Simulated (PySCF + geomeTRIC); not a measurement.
Species: [Hf(Br)(H)3] (charge 0, multiplicity 1).

Give a relaxed geometry from TPSS-D3(BJ)/def2-SVP in PySCF + geomeTRIC.

the end point of this relaxation.
Z-matrix (Å, degrees):
```
Hf
H 1 1.8458
H 1 1.8458 2 109.02
H 1 1.8458 2 109.02 3 -118.91
Br 1 2.4921 2 109.89 3 120.54
```
